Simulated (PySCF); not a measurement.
**Basis and Hamiltonian dependence of the ionisation energy of Si²⁺**

Si²⁺ [Ne] 3s2 (1S) → Si³⁺ [Ne] 3s1 (2S). All values are computed (PySCF 2.14, energy differences of UHF-based or UKS calculations, no spin-orbit coupling). Values in eV.

```csv
basis,Hamiltonian,functions,UHF,PBE,PBE0,MP2 (valence),CCSD(T) (valence),CCSD(T) (valence and next inner shell)
ANO-RCC-VTZP,spin-free X2C,34,32.029,33.453,33.315,32.891,33.252,n/a
cc-pVTZ-DK,spin-free X2C,34,32.022,33.447,n/a,32.881,33.232,n/a
pcseg-2,non-relativistic,34,31.936,n/a,33.252,32.788,33.140,n/a
x2c-TZVPPall,spin-free X2C,42,32.042,33.491,33.351,32.900,33.252,33.406
def2-TZVPPD,non-relativistic,48,31.978,33.419,33.281,32.846,33.200,33.350
dyall-av2z,non-relativistic,50,31.958,33.393,33.255,32.757,33.152,n/a
"x2c-TZVPPall with one added diffuse shell each of s, p, d type",spin-free X2C,51,32.042,33.487,33.348,32.903,33.254,33.408
aug-cc-pV(T+d)Z,non-relativistic,55,31.959,33.381,33.245,32.823,33.175,n/a
x2c-QZVPPall,spin-free X2C,70,32.020,33.447,33.309,32.929,33.258,33.437
aug-cc-pwCVTZ,non-relativistic,75,31.956,33.379,33.242,32.836,33.181,33.375
dyall-acv3z,non-relativistic,113,31.955,33.381,33.243,32.849,33.193,n/a
"aug-cc-pV(Q+d)Z with one added diffuse shell each of s, p, d, f, g type",non-relativistic,114,31.957,33.392,33.251,32.863,33.196,n/a
aug-cc-pwCVQZ,non-relativistic,134,31.955,33.381,33.243,32.871,n/a,n/a
```

Task: Estimate the row for dyall-av3z (spin-free X2C, 84 functions).

Result: From the rows with the same Hamiltonian and similar size; the calculation gives UHF 32.02; PBE 33.45; PBE0 33.31; MP2 (valence) 32.90; CCSD(T) (valence) 33.25 (eV).

Extrapolation of MP2 (valence) from aug-cc-pwCVTZ and aug-cc-pwCVQZ: the correlation parts are 0.880 and 0.916 eV; with the X⁻³ form and unrounded values, (4³ × 0.916 − 3³ × 0.880)/(4³ − 3³) = 0.942 eV, and adding the Hartree-Fock value 31.955 eV of the larger basis gives 32.897 eV.

Frozen in the all-electron rows: valence: [Ne]; valence and next inner shell: 1s2.

Reference for a calculation without spin-orbit coupling: 33.493 eV (measured, between term centres; NIST).
